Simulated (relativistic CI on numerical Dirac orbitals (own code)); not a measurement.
## Sb XLII: sensitivity of the levels to the model

Base calculation: Dirac-Coulomb-Breit CI, orbitals from a KLI potential per configuration, QED by a radiative potential, unscaled Slater integrals.

CI space (outside the closed core 1s2): 2s2.2p6, 2s2.2p5.3s, 2s2.2p5.3p, 2s2.2p5.3d, 2s.2p6.3s, 2s.2p6.3p, 2s.2p6.3d, 2s2.2p5.4s, 2s2.2p5.4p, 2s2.2p5.4d, 2s2.2p5.4f, 2s.2p6.4s, 2s.2p6.4p, 2s2.2p4.3s2, 2s.2p6.4d, 2s.2p6.4f, 2s2.2p5.5s, 2s2.2p4.3s.3p, 2s2.2p5.5p, 2s2.2p5.5d, 2s2.2p5.5f, 2s2.2p5.5g, 2s2.2p4.3p2, 2s2.2p4.3s.3d, 2s2.2p4.3p.3d, 2s.2p5.3s2, 2s2.2p4.3d2, 2s.2p5.3s.3p, 2s.2p6.5s, 2s.2p5.3p2, 2s.2p5.3s.3d, 2s.2p6.5p, 2s.2p6.5d, 2s.2p6.5f, 2s.2p6.5g, 2s.2p5.3p.3d. Levels of other configurations are missing.

Variants: (1) non-relativistic limit. Shifts of the energy above 2s2.2p6 1S_0, in eV, for the lowest level and the first level of each name with at least 55 % of one term (blank where a level changes its place among those of its configuration and J or its character, or is not in the variant):

| Level | Base | Δ(1) |
| --- | --- | --- |
| 2s2.2p6 1S_0 | 0.00 | 0.00 |
| 2s2.2p5.3s 3P°_2 | 3704.64 | +77.91 |
| 2s2.2p5.3s 1P°_1 | 3709.78 |  |
| 2s2.2p5.3p 3D_3 | 3857.72 | +2.26 |
| 2s2.2p5.3p 1P_1 | 3857.72 |  |
| 2s2.2p5.3p 3P_2 | 3865.42 |  |
| 2s2.2p5.3d 3P°_0 | 3956.93 | -0.83 |
| 2s2.2p5.3d 3P°_1 | 3962.26 | -6.15 |
| 2s2.2p5.3s 3P°_0 | 3964.55 | -182.00 |
| 2s2.2p5.3s 3P°_1 | 3966.13 |  |
| 2s2.2p5.3d 3F°_3 | 3966.57 | -3.53 |
| 2s2.2p5.3d 3D°_2 | 3970.28 |  |
| 2s2.2p5.3d 3F°_4 | 3978.46 | -15.42 |
| 2s2.2p5.3d 3D°_3 | 3988.81 |  |
| 2s2.2p5.3d 1P°_1 | 4009.31 |  |
| 2s2.2p5.3p 3D_1 | 4049.18 |  |
| 2s2.2p5.3d 3F°_2 | 4224.87 |  |
| 2s.2p6.3s 3S_1 | 4253.24 | -207.47 |
| 2s.2p6.3s 1S_0 | 4270.58 | -209.81 |
| 2s.2p6.3p 3P°_0 | 4339.35 | -215.30 |
| 2s.2p6.3p 3P°_1 | 4341.17 | -217.11 |
| 2s.2p6.3p 3P°_2 | 4407.34 | -283.29 |

At this charge energies of transitions that change n are usually good to better than 1 %, and those within a shell (Δn = 0) to a few per cent.

Ionisation energy from the two ground configurations alone: base 6713.65 eV. The NIST ASD value (theoretical) is 6714 eV.

LS names give the leading component of a level, which can be under half, so a name can repeat, a term be missing and a line seem to break the LS rules.
